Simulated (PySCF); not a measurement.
## Unknown compound

Molecular formula: C6H9FO. Simulated spectra:

$^{1}$H NMR (300 MHz, computed): δ 6.43 (m, 1H), 6.42 (m, 1H), 5.04 (m, 1H), 3.72 (s, 3H), 3.09 (m, 1H), 2.71 (m, 1H), 2.16 (m, 1H).

$^{13}$C{$^{1}$H} NMR (computed): δ 147.4 (CH), 146.8 (CH), 123.0 (CH), 58.3 (CH3), 49.6 (CH), 34.2 (CH2).

No relativistic terms, averaged over atoms made equivalent by symmetry, fast rotation or ring inversion, isolated molecule, a single conformation. Shielding tensors at PBE0/pcSseg-1 (GIAO); geometry from GFN2-xTB; PySCF.

Scale: $^{1}$H and $^{13}$C vs TMS (reference shieldings calculated alike).

Task: Choose the structure that fits.
A. C[C@@]12CCC[C@]1(F)O2
B. CO[C@@H](F)[C@@H]1C=CC1
C. CC(C)=C(C)C(=O)F

Result: B. 

Rings plus π bonds: 2 (1 ring in the answer). 6 carbon signals for 6 carbons: no two carbons are equivalent. Carbon types of the structure: 4 × CH, 1 × CH2, 1 × CH3, which accounts for all hydrogens. δC 147.4, 146.8: alkene CH; the olefinic region. δC 123.0: sp3 CH bonded to F and O; 2 electronegative neighbours deshield it. δC 58.3: methyl carbon bonded to O; pulled downfield by the heteroatom. δH 3.09: hydrogen on an allylic sp3 CH; allylic position. δH 2.71, 2.16: hydrogen on an allylic sp3 CH2; allylic position.

The others: C[C@@]12CCC[C@]1(F)O2 has carbons computed at 104.9, 63.3, 33.2, 31.1, 22.5, 17.5, with a different DEPT pattern; CC(C)=C(C)C(=O)F would give 3 signals for carbon-bound and other non-exchanging H, not 7.

Splittings by $^{19}$F in the carbon and heteronuclear signals aren't shown, as no couplings were computed. Shifts are as computed. Against solution values, carbons near 30 ppm lie about +3 ppm off and those near 130 ppm about +5 ppm. Of 1211 compounds with measured shifts, 218 miss one by over three times the rms of a fit or turn the order of signals round; such compounds aren't used in these exercises. No couplings were computed; multiplicities are counted from neighbouring protons, with m where these are inequivalent, close in shift, in a saturated or five-membered ring or joined by F or P, and br s for small geminal =CH2 splittings.
